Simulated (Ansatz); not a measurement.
Gas-phase electronic energies from Ansatz, PBE0-D4/def2-TZVP geometries. CCSD(T)/CBS is the MP2 limit (def2-TZVPP, def2-QZVPP) plus CCSD(T) − MP2 in def2-TZVPP, frozen cores. This one scheme is used for every species. DFT in def2-TZVPP. B3LYP here is the variant with VWN-RPA as its local correlation; programs differ in this. Each species was taken in one conformer, which may not be the lowest.

Consider the cleavage of the Si–B bond: `OB(F)[SiH2][SiH3]` + `[NH2][AlH][OH]` → `[NH2][AlH][O][SiH2][SiH3]` + `OBF`.

| level | ΔE (kcal/mol) | difference from CCSD(T)/CBS |
| --- | --- | --- |
| PBE-D4 | -24.3 | 5.2 |
| r2SCAN-D4 | -28.1 | 1.4 |
| PBE0-D4 | -26.4 | 3.1 |
| B3LYP-D4 | -30.2 | -0.7 |
| ωB97X-V | -28.8 | 0.7 |
| ωB97M-V | -29.5 | 0.0 |
| B2PLYP | -30.1 | -0.6 |
| PBE | -23.5 | 6.0 |
| r2SCAN | -27.9 | 1.6 |
| PBE0 | -25.7 | 3.8 |
| B3LYP | -29.0 | 0.5 |
| HF/def2-TZVPP | -35.5 | -6.0 |
| MP2/def2-TZVPP | -30.7 | -1.2 |
| SCS-MP2/def2-TZVPP | -31.7 | -2.2 |
| CCSD/def2-TZVPP | -30.2 | -0.7 |
| CCSD(T)/def2-TZVPP | -29.4 | 0.1 |
| HF/def2-QZVPP | -36.0 | -6.5 |
| MP2/def2-QZVPP | -31.0 | -1.5 |
| SCS-MP2/def2-QZVPP | -31.9 | -2.4 |
| HF/CBS(def2) | -36.1 | -6.6 |
| MP2/CBS(def2) | -30.8 | -1.3 |
| CCSD/CBS(def2) | -30.3 | -0.8 |
| CCSD(T)/CBS | -29.5 | 0 |

Largest T1 diagnostic among the species: 0.014.

The D4 term adds −1.1 kcal/mol with B3LYP and −0.7 kcal/mol with PBE0; it sums over pairs of atoms, weighted by their polarisabilities, and B3LYP, whose exchange is more repulsive, gets the larger term. From PBE to PBE0 (25 % exact exchange), in def2-TZVPP and without D4, ΔE moves by −2.1 kcal/mol.
